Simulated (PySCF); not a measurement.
```xyz
11

C      1.8124    -0.4530    -0.8777
C      0.8621     0.3547    -0.5061
C     -0.0630     1.2104    -0.1549
O     -1.2210     0.9423     0.4926
C     -1.4257    -0.4158     0.8102
H      2.6543    -0.6811    -0.2284
H      1.8047    -0.9333    -1.8532
H      0.0392     2.2681    -0.3723
H     -2.3846    -0.4749     1.3217
H     -0.6302    -0.7879     1.4647
H     -1.4482    -1.0297    -0.0965
```

Charge 0, multiplicity 1.

### Question
Give the Mulliken and meta-Löwdin atomic charges from ωB97X-D3(BJ)/def2-TZVP // PBE0-D3(BJ)/def2-TZVP run with PySCF.

### Answer

```
atom  Mulliken (e)  meta-Löwdin (e)
----  ------------  ---------------
C1           -0.24            -0.26
C2           -0.15            -0.08
C3            0.05             0.05
O4           -0.24            -0.34
C5           -0.19            -0.11
H6            0.14             0.13
H7            0.14             0.13
H8            0.13             0.14
H9            0.13             0.13
H10           0.12             0.11
H11           0.12             0.11
```
